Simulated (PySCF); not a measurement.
Input file for PySCF: R-HF/STO-3G on C2H4Si (SMILES C#C[SiH3]), a point of a bond scan (R = 1.626 Å).

```python
from pyscf import gto, scf, dft, mp
from pyscf.data.elements import chemcore

mol = gto.M(
    atom='''
    Si   -0.94557569   -0.07811079   -0.46973009
    C     0.68460242    0.05655268    0.34008738
    C     1.76130898    0.14549575    0.87495887
    H    -1.06458085    1.05295556   -1.63237762
    H    -1.08493276   -1.42239361   -1.06941143
    H    -2.01018489    0.12953739    0.53507032
    H     2.71147110    0.22398541    1.34696734
    ''',
    basis='sto-3g',
    charge=0, spin=0, verbose=3, max_memory=1800)
mf = scf.RHF(mol)
mf.conv_tol = 1e-8
mf.max_cycle = 100
mf.kernel()
if not mf.converged:
    mf = mf.newton().run(mf.mo_coeff, mf.mo_occ)
```

The log:

```
converged SCF energy = -362.639177408498
```

Self-consistency was reached.

Cost: around 0.23 core-seconds (rough).
